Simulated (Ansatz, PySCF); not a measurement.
This PySCF input computes a PBE0/def2-TZVPD energy:

```python
from pyscf import gto, scf, dft

mol = gto.M(
    atom='''
    Si   -1.18570912    0.14764476   -0.01563206
    Si    1.00481334   -0.04033968    0.00841917
    H    -1.32550406   -1.38275470    0.07066875
    H     1.90470915   -1.24441151    0.08247083
    H     1.95333576    1.12489513   -0.05215915
    ''',
    basis='def2-tzvpd',
    charge=-1,
    spin=0,
    verbose=4,
)

mf = dft.RKS(mol, xc='pbe0').density_fit(auxbasis='def2-universal-jkfit')
mf.grids.level = 3
mf.conv_tol = 1e-9
mf.max_cycle = 100
mf.max_memory = 1500
mf.kernel()
if not mf.converged:
    mf = mf.newton()
    mf.kernel(mf.make_rdm1())
mf.analyze()
```

Question: Write an input for the same energy in Ansatz (an electronic-structure program) and say what it gives.

Answer: 
Ansatz 0.2 input:
```yaml
crystal:
  periodic: [false, false, false]
  atoms:
    - {symbol: Si, position_ang: [-1.18570912, 0.14764476, -0.01563206]}
    - {symbol: Si, position_ang: [1.00481334, -0.04033968, 0.00841917]}
    - {symbol: H, position_ang: [-1.32550406, -1.38275470, 0.07066875]}
    - {symbol: H, position_ang: [1.90470915, -1.24441151, 0.08247083]}
    - {symbol: H, position_ang: [1.95333576, 1.12489513, -0.05215915]}
basis:
  gaussian:
    orbitals: def2-TZVPD
hamiltonian:
  xc: {name: PBE0}
total_charge: -1
output: {forces: true}
```
It gives -580.53007 Eh, and PySCF -580.53014 Eh, a difference of 0.07 mEh, from the treatment of integrals and grids.

It need not be the lowest isomer of its formula. Whether it binds its extra electron was not tested at this geometry.
